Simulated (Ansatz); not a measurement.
Process, species as SMILES: S[Si](S)(Cl)Cl [dichloro-bis(sulfanyl)silane] + 4 [H][H] (H2) → 2 Cl (HCl) + 2 S (H2S) + [SiH4] (SiH4)
Geometries: B3LYP-D3(BJ)/def2-TZVP minima from Ansatz (an electronic-structure program), one conformer each, not searched for the lowest.

Wanted: energy of full hydrogenation (electronic energy difference), in kcal/mol. Valence correlation only, unless marked. No spin-orbit coupling. Non-relativistic. CBS marks a two-point X^-3 extrapolation of the correlation energy; Hartree-Fock from the larger set.

| level | program | energy of full hydrogenation (kcal/mol) | minus last row |
|---|---|---|---|
| HF/6-31G | Ansatz | 18.1 | -38.7 |
| HF/cc-pV(Q+d)Z | Ansatz | 34.8 | -22.0 |
| PBE-D3(BJ)/def2-TZVPD | Ansatz + dftd3 | 57.0 | 0.2 |
| r2SCAN/def2-TZVPD | Ansatz | 59.1 | 2.3 |
| B3LYP-D4/def2-TZVPD | Ansatz + dftd4 | 54.2 | -2.6 |
| HSE06/def2-TZVPD | Ansatz | 51.0 | -5.8 |
| CAM-B3LYP/def2-TZVPD | Ansatz | 43.3 | -13.5 |
| B2GP-PLYP/def2-TZVPD | Ansatz | 53.5 | -3.3 |
| CCSD/STO-3G | Ansatz | 64.3 | 7.5 |
| CCSD(T)/CBS(cc-pV(T+d)Z,cc-pV(Q+d)Z) | Ansatz | 56.8 | 0.0 |
